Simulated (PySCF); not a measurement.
# Nuclear quadrupole coupling in `CC1=C[C@@H](CF)O[C@H]1CF`

C₇H₁₀F₂O.
Z-matrix (Å and degrees, GFN2-xTB geometry), rows numbered from 1:
```
C 
C   1  1.4832
C   2  1.3248  1  130.05
C   3  1.5013  2  110.07  1   179.47
C   4  1.5378  3  112.40  2  -113.89
F   5  1.3728  4  111.12  3    46.07
O   4  1.4209  3  104.77  2     7.69
C   7  1.4186  4  109.63  3   -12.83
C   8  1.5386  2  112.27  1   -67.80
F   9  1.3720  8  110.42  2    78.15
H   1  1.0864  2  110.71  3    -3.63
H   1  1.0886  2  110.12  3  -124.65
H   1  1.0897  2  109.88  3   117.14
H   3  1.0729  2  128.12  1     1.23
H   4  1.0994  3  113.06  2   124.94
H   5  1.0932  4  110.30  3   164.49
H   5  1.0940  4  110.59  3   -72.47
H   8  1.0982  2  112.56  1    54.71
H   9  1.0936  8  109.49  2  -163.68
H   9  1.0935  8  111.33  2   -41.27
```

Field gradients from the PBE0/pcSseg-1 density (PySCF, non-relativistic), principal values in atomic units, ordered |Vxx| ≤ |Vyy| ≤ |Vzz|:

```json
{"atom": "O7", "Vxx": "-0.0184", "Vyy": "-2.0019", "Vzz": "2.0202"}
```

Question: Find the asymmetry η = (Vxx − Vyy)/Vzz and the couplings χ = eQV/h (234.96 MHz × Q in barn × V in au), with Q(17O) = −0.0256 b.

Answer: 
```tsv
atom	environment	nucleus	η	χzz (MHz)	χxx (MHz)	χyy (MHz)
O7	cyclic ether oxygen	17O	0.98	-12.15	0.11	12.04
```

At O7 η is above 0.9: Vyy and Vzz are nearly equal in size and opposite in sign, so a small change could swap them and flip the sign of χzz. 

Question: What is Vzz at O7 in SI units (1 au = 9.71736 × 10²¹ V/m²)?

Answer: 2.0202 au = 19.631 × 10²¹ V/m².

Question: And the gradient at the other heavy atoms, for which no coupling is worked out here?

Answer: 
| atom | environment | Vzz (au) | η |
| --- | --- | --- | --- |
| C1 | allylic carbon | 0.080 | 0.39 |
| C2 | fully substituted alkene carbon | 0.300 | 0.55 |
| C3 | alkene CH carbon | 0.194 | 0.86 |
| C4 | sp3 carbon bound to oxygen | 0.356 | 0.20 |
| C5 | sp3 C–F carbon | 0.536 | 0.11 |
| F6 | alkyl fluorine | 3.057 | 0.06 |
| C8 | sp3 carbon bound to oxygen | 0.363 | 0.20 |
| C9 | sp3 C–F carbon | 0.547 | 0.22 |
| F10 | alkyl fluorine | 3.033 | 0.05 |

Were the hydrogens deuterons (Q(2H) = 0.00286 b), χzz would run from 190 kHz (H15, H18 and H20) to 232 kHz (H14).

Isolated species at its GFN2-xTB geometry (one conformer only). GFN2-xTB bond lengths can be off by several hundredths of an ångström, more for odd bonds, and the gradients follow them. The small basis limits the accuracy of the gradients.
